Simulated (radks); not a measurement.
Results of a calculation; reference values are marked as such.
Question: Successive ionisation energies (eV) of one element, from differences of total energies of ions in their ground configurations, starting at charge 44: 2261.0, 2444.3, 2506.3, 2670.7, 2732.6, 4540.8, 4676.3, 4813.3, 4951.8, 5091.6, 5232.9, 5469.2, 5616.5, 5765.2, 5915.1, 6326.0, 6455.7, 6585.8, 6716.1, 7297.4, 7437.7, 7739.8. Level of theory: Dirac Kohn-Sham, PBE, spin-unpolarised, spherical densities, finite nucleus; open shells fill j = l - 1/2 first; Fermi nuclear charge, rms radius 5.4032 fm (a radial shooting solver on a logarithmic mesh with Libxc functionals). Which element is it?

Answer: Iridium (Z = 77). The first species listed is Ir44+ in [Ar] 3d10 4s2 4p3, the last Ir65+ in [Ne] 3s2.
